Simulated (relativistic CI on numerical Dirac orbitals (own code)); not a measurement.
Hyperfine structure of Er¹²⁺, mass number 167

Calculated at this level of theory: Dirac-Coulomb-Breit CI, KLI orbitals optimised for each configuration, QED by a radiative potential, unscaled Slater integrals (own radial code, finite nucleus).

Configurations in the expansion (outside the closed core [Ar] 3d10 4p6 4d10): 4s²4f⁸5s², 4s²4f¹⁰, 4s²4f⁹5s, 4s²4f⁷5s²6s, 4s²4f⁹6s, 4s²4f⁶5s²6s², 4s²4f⁸6s², 4s4f¹⁰5s. The list is cut by size and lacks configurations that can hold low levels.

Nuclear spin I = 7/2, μ = -0.5623 μN, Q = 3.57 b (tables of Stone and Pyykkö). The electronic factors are computed for point nuclear moments, without core polarisation or the Bohr-Weisskopf and QED corrections.

```tsv
Level	E (cm⁻¹)	A (MHz)	B (MHz)
4s²4f⁸5s² ⁷F6	0.0	-116.9	7940
4s²4f⁸5s² ⁷F5	3563.5	-99.67	3890
4s²4f⁸5s² ⁷F4	5679.3	-94.99	842
4s²4f⁸5s² ⁷F3	7378.2	-89.77	-1290
4s²4f⁸5s² ⁷F2	8567.5	-86.99	-2410
4s²4f⁸5s² ⁷F1	9363.4	-85.11	-2300
4s²4f⁸5s² ⁵D4	30728.5	-110.3	1660
4s²4f⁸5s² ⁵L10	39036.2	-186.7	-186
```

Levels with J = 0, under 50 % of one LS term, or S terms without an open s electron are left out. Small factors come from cancelling terms and can be off by tens of per cent or more.

At this charge energies of transitions that change n are usually good to better than 1 %, and those within a shell (Δn = 0) to a few per cent. Terms inside the open d or f shell come out 10 to 20 % too wide with unscaled integrals. Levels and lines within the n = 5 or 6 shells can be off by up to 10 % or somewhat more, and those that change n by about 2 %, since core polarisation is missing.

Q: Give the hyperfine levels of 4s²4f⁸5s² ⁷F6 relative to its centre of gravity.

A: With K = F(F + 1) − I(I + 1) − J(J + 1), E = AK/2 + B[¾K(K + 1) − I(I + 1)J(J + 1)]/[2I(2I − 1)J(2J − 1)]: F = 5/2: 6023, F = 7/2: 4260, F = 9/2: 2303, F = 11/2: 383.9, F = 13/2: -1214, F = 15/2: -2155, F = 17/2: -2054, F = 19/2: -470.5 MHz.

LS names give the leading component of a level, which can be under half, so a name can repeat, a term be missing and a line seem to break the LS rules.
